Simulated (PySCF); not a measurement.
# Core-level binding energies of `CO[SiH](OC)N([SiH3])[SiH3]`

Species: C2H13NO2Si3.
Atom-mapped SMILES: `[CH3:1][O:2][SiH:3]([O:4][CH3:5])[N:6]([SiH3:7])[SiH3:8]`

Computed, not measured: PySCF, delta-SCF UKS SCAN, pcX-2 on the ionised atom, pcseg-1 elsewhere, spin-free X2C. Vertical ΔSCF values, vacuum level as zero.

What binding energy does each computed site have?

```json
{"atom(s)": "Si7/Si8", "environment": "SiH3 silicon", "level": "Si 2p3/2", "binding energy (eV)": "107.16", "2p1/2 (eV)": "107.78", "above the level's lowest (eV)": "0.00", "count": "2"}
{"atom(s)": "Si3", "environment": "oxygen-bound silicon", "level": "Si 2p3/2", "binding energy (eV)": "107.60", "2p1/2 (eV)": "108.23", "above the level's lowest (eV)": "+0.44", "count": "1"}
{"atom(s)": "C1/C5", "environment": "methoxy carbon", "level": "C 1s", "binding energy (eV)": "292.43", "2p1/2 (eV)": "–", "above the level's lowest (eV)": "0.00", "count": "2"}
{"atom(s)": "N6", "environment": "nitrogen bridging silicon atoms", "level": "N 1s", "binding energy (eV)": "403.81", "2p1/2 (eV)": "–", "above the level's lowest (eV)": "0.00", "count": "1"}
{"atom(s)": "O2/O4", "environment": "silyl ether oxygen", "level": "O 1s", "binding energy (eV)": "537.99", "2p1/2 (eV)": "–", "above the level's lowest (eV)": "0.00", "count": "2"}
{"atom(s)": "Si7/Si8", "environment": "SiH3 silicon", "level": "Si 1s", "binding energy (eV)": "1847.03", "2p1/2 (eV)": "–", "above the level's lowest (eV)": "0.00", "count": "2"}
{"atom(s)": "Si3", "environment": "oxygen-bound silicon", "level": "Si 1s", "binding energy (eV)": "1847.78", "2p1/2 (eV)": "–", "above the level's lowest (eV)": "+0.75", "count": "1"}
```

Lowest listed Si 1s: Si7/Si8, bonded to N and 3 H. Highest, 0.75 eV above it: Si3, bonded to 2 O, N and H.

The listed Si 2p3/2 values span 0.44 eV, from Si7/Si8 (bonded to N and 3 H) to Si3 (bonded to 2 O, N and H).

Which effective nuclear charge Zeff reproduces each element's mean 1s value in the hydrogen-like formula E = 13.606 eV × Zeff²?

C (Z = 6): mean 292.4 eV, Zeff = 4.64, Z − Zeff = 1.36; N (Z = 7): mean 403.8 eV, Zeff = 5.45, Z − Zeff = 1.55; O (Z = 8): mean 538.0 eV, Zeff = 6.29, Z − Zeff = 1.71; Si (Z = 14): mean 1847.3 eV, Zeff = 11.65, Z − Zeff = 2.35. Means run over the listed sites, weighted by atom count.

One atom of each set of topologically equivalent atoms was ionised and stands for the set; in this conformer not all members are related by symmetry, and their own values weren't computed. For 2p shells one spin-free hole was relaxed; a mean-field spin–orbit operator and the ground-state splitting of the three 2p orbitals were then diagonalised within the shell. The shell's mean is (2 × 2p3/2 + 2p1/2)/3, and the degeneracies 2j + 1 give areas of 2:1. 2p1/2 minus 2p3/2 (ligand field included): Si 0.62 eV. Isolated species at its PBE0-D3(BJ)/def2-SVP geometry (one conformer only).

The values belong to the conformer `[CH3:1][O:2][SiH:3]([O:4][CH3:5])[N:6]([SiH3:7])[SiH3:8]`: C1–O2–Si3–O4 173°, O2–Si3–O4–C5 162°, O2–Si3–N6–Si7 130°.
